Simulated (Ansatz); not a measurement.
BrClHMoNO, SMILES [NH]=[Mo](=[O])([Cl])[Br], multiplicity 1.

The structure is a stationary point at PBE0-D3(BJ)/def2-SVP. The spin state was assumed, not searched. The structure was generated by enumeration; whether it is a known compound was not checked. The def2 effective core potentials stand for the cores of Mo; spin–orbit coupling is left out.

Two levels are set side by side: PBE/def2-SVPD (Ansatz, a program for electronic structure) and PBE0/def2-SVPD (Ansatz). Energy differences of separate SCF runs at the same geometry; the states with an electron removed or added have multiplicity 2 and 2. Differences are taken from unrounded values.

| quantity | PBE |
|---|---|
| vertical ionisation energy (eV) | 10.29 |
| vertical electron affinity (eV) | 1.34 |
| vertical singlet–triplet gap (eV) | 3.35 |

Q: These are the PBE values. What does PBE0 give? (An estimate is asked for; the answer gives what the named calculation found.)

A: 
```tsv
quantity	PBE0	PBE minus PBE0
vertical ionisation energy (eV)	10.66	-0.37
vertical electron affinity (eV)	1.76	-0.42
vertical singlet–triplet gap (eV)	3.16	0.18
```
